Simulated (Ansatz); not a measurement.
Compare A (`F[SiH](F)[CH2][GeH3]`) with its isomer B (`[CH3][GeH]([F])[SiH2]F`).

Calculated with Ansatz (gas phase, PBE0-D4/def2-TZVP geometries, no zero-point term in ΔE). CCSD(T)/CBS is the MP2 limit (def2-TZVPP, def2-QZVPP) plus CCSD(T) − MP2 in def2-TZVPP, frozen cores. Functionals use def2-TZVPP. B3LYP here is the variant with VWN-RPA as its local correlation; programs differ in this. For Ge outer-core shells are correlated without core-valence functions, which leaves a few kJ/mol of doubt a bond. Scalar relativity is left out up to krypton. Each species was taken in one conformer, which may not be the lowest.

Which is lower in electronic energy at CCSD(T)/CBS, and by how much? (Best estimate.)

The calculation gave: A, by 26.0 kcal/mol.

Give E(B) − E(A) in kcal/mol with B2PLYP, MP2/def2-TZVPP, PBE-D4, CCSD/def2-TZVPP, r2SCAN-D4, PBE0-D4, B3LYP. (Estimate.)

Ansatz gave: B2PLYP 24.0, MP2/def2-TZVPP 26.8, PBE-D4 20.7, CCSD/def2-TZVPP 25.8, r2SCAN-D4 24.3, PBE0-D4 23.0, B3LYP 22.1. None reverses the order clearly.

Largest T1 diagnostic: 0.012.

From PBE to PBE0 (25 % exact exchange), in def2-TZVPP and without D4, E(B) − E(A) moves by +2.3 kcal/mol.
